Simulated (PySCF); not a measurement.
Isomers of C6H6OS, one GFN2-xTB conformer each. Single-point energies are computed at PBE0/pcSseg-1 (PySCF, gas phase, no added dispersion term), electronic only.

Question: Rank them by PBE0/pcSseg-1 energy, lowest first (kcal/mol).
A. `[CH3:1][C:2](=[O:3])[c:4]1[cH:5][cH:6][cH:7][s:8]1` with C1–C2–C4–C5 178°
B. `C1=CC([C@@H](C)C1=O)=S`
C. `[CH3:1][C:2](=[S:3])[c:4]1[cH:5][cH:6][cH:7][o:8]1` with C1–C2–C4–C5 180°
D. `[CH3:1][C:2](=[O:3])[c:4]1[cH:5][cH:6][s:7][cH:8]1` with C1–C2–C4–C5 0°

Answer: A (0.0), D (0.6), B (11.9), C (15.0).

As drawn, the lowest has a C=O bond, which the highest lacks; the highest has a C=S bond, which the lowest lacks. Neighbours under 2.5 kcal/mol apart (CC(=O)c1cccs1 and CC(=O)c1ccsc1) can change places with a better method, another conformer or zero-point energy. GFN2-xTB itself gives, in the same order: 1.8, 3.0, 13.4, 0.0. GFN2-xTB puts CC(=S)c1ccco1 lowest instead; measured from each level's own lowest isomer, the values differ by up to 15.0 kcal/mol (CC(=S)c1ccco1: 0.0 against 15.0).

Question: Which frontier levels, dipoles and rotational constants go with these structures?

Answer: 
| SMILES | HOMO (eV, PBE0/pcSseg-1) | LUMO (eV) | dipole (D) | A, B, C (MHz) |
| --- | --- | --- | --- | --- |
| CC(=O)c1cccs1 | -7.32 | -1.85 | 3.09 | 3548, 1450, 1036 |
| CC(=O)c1ccsc1 | -7.31 | -1.50 | 3.15 | 4293, 1175, 927.8 |
| C[C@H]1C(=O)C=CC1=S | -6.82 | -3.41 | 1.42 | 3381, 1345, 1016 |
| CC(=S)c1ccco1 | -6.28 | -2.46 | 3.63 | 3800, 1263, 953.7 |
